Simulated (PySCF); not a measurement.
Geometry:
```
atom   x (Å)   y (Å)   z (Å)
  C1   2.880  -0.507   0.930
  C2   1.944  -0.343   0.005
  C3   2.094   0.679  -1.082
 Si4   0.357  -1.373  -0.006
 Cl5   0.158  -2.291  -1.808
  C6  -1.135  -0.256   0.181
  C7  -1.358   0.962   0.692
 Cl8  -0.368   2.111   1.468
  C9  -2.820   1.014   0.370
 C10  -2.594  -0.397  -0.226
 H11   3.784   0.084   0.940
 H12   2.785  -1.235   1.718
 H13   3.042   1.205  -1.001
 H14   1.284   1.406  -1.024
 H15   2.038   0.200  -2.059
 H16   0.383  -2.411   1.026
 H17  -3.484   1.055   1.231
 H18  -3.111   1.780  -0.346
 H19  -3.128  -1.195   0.284
 H20  -2.758  -0.475  -1.298
```

Method: coordinates at the GFN2-xTB level, shieldings: GIAO PBE0/pcSseg-1, in PySCF 2.14.0 with density-fitted response routines (isolated molecule, single conformer, no relativistic terms, averaged over atoms made equivalent by symmetry, fast rotation or ring inversion).

Shifts are taken against calculated references (same method and geometry level): 13C against TMS.

Q: Do the 13C shifts follow the atomic charges (in e)? Tabulate both.

A: 
```
atoms  hybridisation  δ (ppm)  σ para (ppm)  Hirshfeld    IAO  Mulliken  ESP-fitted
   C7            sp2    158.7          -225      +0.02  -0.01     -0.16       -0.03
   C2            sp2    152.9          -231      -0.08  -0.25     -0.61       +0.27
   C6            sp2    150.1          -221      -0.12  -0.32     -0.37       +0.08
   C1            sp2    136.8          -201      -0.09  -0.29     -0.07       -0.54
   C9            sp3     41.7          -110      -0.07  -0.27     -0.10       -0.26
  C10            sp3     29.0           -95      -0.07  -0.24     -0.14       -0.10
   C3            sp3     25.1           -85      -0.12  -0.42     -0.18       -0.47
```

Correlation coefficients of δ with charge over these carbons: Hirshfeld +0.28, IAO +0.46, Mulliken -0.48, ESP-fitted +0.48; with the paramagnetic shielding -1.00. Among the 4 sp2 carbons alone: Hirshfeld +0.61, IAO +0.68, Mulliken -0.40, ESP-fitted +0.79. With so few points, grouped by hybridisation, these coefficients are fragile. Charge is one influence among several: hybridisation and low-lying excitations act through the paramagnetic term.

Carbons that carry Cl, above all several Cl atoms, come out too deshielded, partly because spin–orbit coupling is missing. Shifts are as computed. Against solution values, carbons near 30 ppm lie about +3 ppm off and those near 130 ppm about +5 ppm; carbons on Cl a further +6 ppm. Of 1211 compounds with measured shifts, 218 miss one by over three times the rms of a fit or turn the order of signals round; such compounds aren't used in these exercises.
